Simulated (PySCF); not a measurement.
# Electron correlation in Sm (samarium, neutral)

[Xe] 4f7 6s1, 6s spin antiparallel (an excited configuration). Computed with PySCF 2.14 in x2c-TZVPPall, with the spin-free X2C one-electron Hamiltonian (Gaussian nucleus). Frozen: [Ar] 3d10; 34 electrons correlated.

MP2 pair energies summed by pair of shells (mhartree):

```json
{"pair": "4d-4f", "energy": "-261.14", "share (%)": "20.6"}
{"pair": "4d-4d", "energy": "-178.29", "share (%)": "14.1"}
{"pair": "4f-5p", "energy": "-176.61", "share (%)": "13.9"}
{"pair": "4f-4f", "energy": "-164.85", "share (%)": "13.0"}
{"pair": "5p-5p", "energy": "-119.21", "share (%)": "9.4"}
{"pair": "4d-5p", "energy": "-85.92", "share (%)": "6.8"}
{"pair": "4p-4d", "energy": "-55.07", "share (%)": "4.3"}
{"pair": "4f-5s", "energy": "-37.32", "share (%)": "2.9"}
{"pair": "5s-5p", "energy": "-34.46", "share (%)": "2.7"}
{"pair": "4p-4f", "energy": "-30.05", "share (%)": "2.4"}
{"pair": "4d-5s", "energy": "-29.58", "share (%)": "2.3"}
{"pair": "4s-4d", "energy": "-18.47", "share (%)": "1.5"}
{"pair": "4p-4p", "energy": "-14.65", "share (%)": "1.2"}
{"pair": "5p-6s", "energy": "-11.34", "share (%)": "0.9"}
{"pair": "4s-4f", "energy": "-10.54", "share (%)": "0.8"}
{"pair": "4p-5p", "energy": "-9.53", "share (%)": "0.8"}
{"pair": "4f-6s", "energy": "-6.57", "share (%)": "0.5"}
{"pair": "5s-5s", "energy": "-6.12", "share (%)": "0.5"}
{"pair": "4s-4p", "energy": "-5.82", "share (%)": "0.5"}
{"pair": "4p-5s", "energy": "-5.58", "share (%)": "0.4"}
{"pair": "4s-4s", "energy": "-1.71", "share (%)": "0.1"}
{"pair": "4d-6s", "energy": "-1.18", "share (%)": "0.1"}
{"pair": "4s-5p", "energy": "-1.03", "share (%)": "0.1"}
{"pair": "4s-5s", "energy": "-0.86", "share (%)": "0.1"}
{"pair": "5s-6s", "energy": "-0.51", "share (%)": "0.0"}
{"pair": "4p-6s", "energy": "-0.12", "share (%)": "0.0"}
{"pair": "4s-6s", "energy": "-0.02", "share (%)": "0.0"}
```

Total MP2 correlation energy: -1266.6 mhartree.

Same-spin part -548.55 and opposite-spin part -718.00 mhartree; SCS-MP2 scales them by 1/3 and 6/5 to -1044.5 mhartree.

This basis was not built for core-valence correlation, so the inner-shell part is incomplete.
